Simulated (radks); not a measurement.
Task: These are the eigenvalues of the occupied orbitals of an atom or ion with whole-number occupations (Ry). Method: Dirac Kohn-Sham, LDA (Slater exchange, Perdew-Wang correlation), spin-unpolarised, spherical densities, point nucleus; computed with a radial shooting solver on a logarithmic mesh with Libxc functionals.

1s1/2: -5255.997
2s1/2: -911.2142
2p1/2: -872.1272
2p3/2: -766.4152
3s1/2: -211.3545
3p1/2: -193.8855
3p3/2: -170.9344
3d3/2: -141.5219
3d5/2: -136.5363
4s1/2: -44.51055
4p1/2: -37.22717
4p3/2: -31.85484
4d3/2: -19.88167
4d5/2: -18.88910
5s1/2: -6.84596
5p1/2: -4.63612
5p3/2: -3.82070
4f5/2: -3.80058
4f7/2: -3.61567
5d3/2: -1.01241
6s1/2: -0.95489
5d5/2: -0.94365

Which element is it, and in what charge state? The configuration may be excited. Open shells, if any, are shared by 2j + 1.

Result: Z = 75, rhenium, charge +1: Re+ in [Xe] 4f14 5d5 6s1. The list shows which subshells hold electrons but not how many an open one holds; the 1s level, -2628 hartree, gives Z - s = 72.5 by -(Z - s)^2/2, which with screening and relativity narrows Z to a few neighbours, and the depths of the outer levels then fix element, charge and occupations together.
